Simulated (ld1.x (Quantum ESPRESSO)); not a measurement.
**Configuration tests for B (RRKJ)**

ld1.x (Quantum ESPRESSO) 7.5 input, shortened:

```
&input
   title='B', zed=5., rel=1, dft='PBESOL', iswitch=3,
   config='[He] 2s1 2p2 3d-2'
 /
 &inputp
   pseudotype=2, tm=.false., rho0=0.005, lloc=1,
   nlcc=.true., new_core_ps=.true.
 /
3
2S  1  0   1.00   0.00  1.18  1.18  0.0
3D  3  2  -2.00   0.20  3.25  3.25  0.0
2P  2  1   2.00   0.00  3.10  3.10  0.0
 &test
   configts(1)='2s1 2p2'
 /
```

Energies are relative to the spin-unpolarised reference configuration 2s1 2p2; without spin polarisation the order of configurations can differ from experiment.

Q: Give the all-electron excitation energy and the error of the potential for: 2s2 2p1; 2s2 2p0; 2s1 2p0; 2s2 2p1.3; 2s1 2p1; 2s0 2p3; 2s2 2p0.5.

A:

```tsv
valence configuration	charge	ΔE all-electron (eV)	error AE − PS (meV)
2s2 2p1	0	-5.819	-20
2s2 2p0	+1	2.320	+132
2s1 2p0	+2	27.582	+492
2s2 2p1.3	-0.3	-6.544	-30
2s1 2p1	+1	8.445	+29
2s0 2p3	0	5.837	-20
2s2 2p0.5	+0.5	-2.964	+18
```

Levels in the configuration 2s2 2p1:

```csv
level,all-electron (eV),pseudo (eV)
2s,-9.361,-9.279
2p,-3.555,-3.513
```
